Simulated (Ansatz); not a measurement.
Consider the silylene loss: `C[O][Mg][O][SiH3]` → `C[O][Mg][OH]` + `[SiH2]`.

Calculated with Ansatz (gas phase, PBE0-D4/def2-TZVP geometries, no zero-point term in ΔE). CBS: MP2 limit from def2 TZ/QZ plus the TZ coupled-cluster correction, frozen cores. This one scheme is used for every species. Functionals use def2-TZVPP. B3LYP here is the variant with VWN-RPA as its local correlation; programs differ in this. HSE06 is defined as in plane-wave codes. For Mg outer-core shells are correlated without core-valence functions, which leaves a few kJ/mol of doubt a bond. One conformer a species, not always the lowest.

| level | ΔE (kJ/mol) |
| --- | --- |
| PBE-D4 | 346.9 |
| BLYP-D4 | 338.4 |
| HSE06-D4 | 360.5 |
| ωB97M-V | 351.2 |
| PBE | 341.6 |
| B3LYP | 344.1 |
| r2SCAN0 | 378.2 |
| MP2/def2-QZVPP | 379.1 |

Problem. What does CCSD(T)/CBS give? (Best estimate.)

Solution. Computed: +361.2 kJ/mol. The listed levels differ from it by -14.3, -22.8, -0.7, -10.0, -19.6, -17.1, 17.0, 17.9 kJ/mol.

Largest T1 diagnostic among the species: 0.014.

At CCSD(T), def2-SVP lies −19.9 kJ/mol from the extrapolated value and def2-TZVPP −7.0 kJ/mol. From BLYP to BHLYP (50 % exact exchange), in def2-TZVPP and without D4, ΔE moves by +35.4 kJ/mol.
